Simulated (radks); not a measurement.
Task: Pr, 59 electrons, occupied as [Xe] 4f3 6s1 6f1 (not the ground configuration). Method: scalar-relativistic Kohn-Sham, LDA (Slater exchange, Perdew-Wang correlation), spin-polarised, spherical densities, point nucleus; open shells are filled with parallel spins first (spin-orbit coupling, left out, can overturn this in heavy ions); computed with a radial shooting solver on a logarithmic mesh with Libxc functionals. Some entries of the table are withheld. Estimate them.

orbital  occ.  eigenvalue (eV)  <1/r> (bohr^-1)
1s up       1        -41779.46            64.64
1s down     1        -41779.45            64.64
2s up       1        -6725.845            14.92
2s down     1        -6725.820            14.92
2p up       3        -6021.420            14.10
2p down     3        -6021.402            14.10
3s up       1        -1454.114            5.423
3s down     1        -1453.350            5.425
3p up       3        -1230.990            5.132
3p down     3        -1230.232            5.134
3d up       5        -916.8953            4.872
3d down     5        -916.2965            4.874
4s up       1        -292.8695            2.268
4s down     1        -290.8380            2.269
4p up       3        -219.9383            2.090
4p down     3        -217.8920            2.090
4d up       5        -115.6267            1.821
4d down     5        -113.5731            1.821
5s up       1         -44.2556           0.8826
5s down     1         -42.8681           0.8757
5p up       3              (1)           0.7443
5p down     3              (2)           0.7373
6s up       1          -7.3552           0.3131
4f up       3              (3)              (4)
6s down     0          -6.4584           0.3074
4f down     0              (5)              (6)
6f up       1          -0.3871          0.05090
6f down     0          -0.2938          0.06276

Result: 
(1) 5p up eigenvalue (eV): -26.5500
(2) 5p down eigenvalue (eV): -25.3969
(3) 4f up eigenvalue (eV): -6.6016
(4) 4f up <1/r> (bohr^-1): 1.194
(5) 4f down eigenvalue (eV): -4.8131
(6) 4f down <1/r> (bohr^-1): 1.170
